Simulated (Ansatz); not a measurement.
ZnH₂SCl₅³⁻ (relaxed from a model of [Zn(H2S)Cl5]3-, whose bonding it doesn't keep). Charge -3, multiplicity 1. Geometry PBE-D4/def2-SVPD; atoms count from 1.

```tsv
atom	x (Å)	y (Å)	z (Å)
Zn1	-0.008	0.011	1.257
S2	0.015	-0.020	-3.079
H3	-0.653	-0.726	-2.064
H4	0.677	0.694	-2.066
Cl5	-0.038	0.049	3.699
Cl6	1.926	-1.805	1.341
Cl7	-1.942	1.821	1.235
Cl8	-1.383	-1.499	-0.159
Cl9	1.405	1.475	-0.163
```

A multiply charged anion in the gas phase is held together partly by the finite basis. The highest occupied level of the charge -3 singlet lies above zero (up to 3.63 eV). By energy differences it is unbound by 1.48 eV (vertical, against the charge -2 doublet, at LC-ωPBE (ω = 0.30 bohr⁻¹)/def2-SVPD) and held by the finite basis. In the singlet geometry the species has come apart into loosely held pieces.

Estimate the Mulliken populations from the PBE0/def2-TZVPD orbitals of Ansatz.


| atom | charge (e) | d electrons |
| --- | --- | --- |
| Zn1 | 0.99 | 10.19 |
| S2 | -0.66 | – |
| H3 | 0.28 | – |
| H4 | 0.27 | – |
| Cl5 | -0.70 | – |
| Cl6 | -0.83 | – |
| Cl7 | -0.83 | – |
| Cl8 | -0.76 | – |
| Cl9 | -0.76 | – |
Mulliken values depend strongly on the basis. With diffuse functions, as here, like atoms can get unlike values, and bond orders can come out too low or too high.

And the Mayer bond orders between heavy atoms (over 0.3)?

Zn1–Cl5 0.49 (2.44 Å); Zn1–Cl6 0.31 (2.65 Å); Zn1–Cl7 0.32 (2.65 Å); Zn1–Cl8 0.33 (2.48 Å); Zn1–Cl9 0.34 (2.48 Å).
